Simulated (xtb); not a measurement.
ReO₂F₃, SMILES [O]=[Re](=[O])([F])([F])[F], multiplicity 1. All values are semi-empirical tight-binding results from xtb (GFN2-xTB unless named), good for trends rather than for accurate numbers. Geometry: GFN2-xTB. The multiplicity is an assumed one; other spin states were not compared.

Optimised geometry:

Bonds (Å): Re1–O2 1.661, Re1–O3 1.661, Re1–F4 1.779, Re1–F5 1.786, Re1–F6 1.786. Bond angles (°): O2–Re1–O3 106.7, O2–Re1–F4 126.7, O2–Re1–F5 94.3, O2–Re1–F6 94.3, O3–Re1–F4 126.7, O3–Re1–F5 94.3, O3–Re1–F6 94.3, F4–Re1–F5 82.8, F4–Re1–F6 82.8, F5–Re1–F6 165.7.
Charge 0, spin multiplicity 1.

For metal compounds this method's bond lengths and energies can be far off.

Computed properties:
- point group as xtb finds it = C2v
- orbital gap = 3.31 eV
- zero-point energy = 7.5 kcal/mol
- G − E(el) at 298.15 K (modified RRHO) = -12.3 kcal/mol

Computed atomic charges and the Wiberg bond orders between heavy atoms:
charges (e) Re1 1.26, O2 -0.25, O3 -0.25, F4 -0.28, F5 -0.24, F6 -0.24. Bond orders Re1–O2 2.12, Re1–O3 2.12, Re1–F4 0.99, Re1–F5 1.03, Re1–F6 1.03.
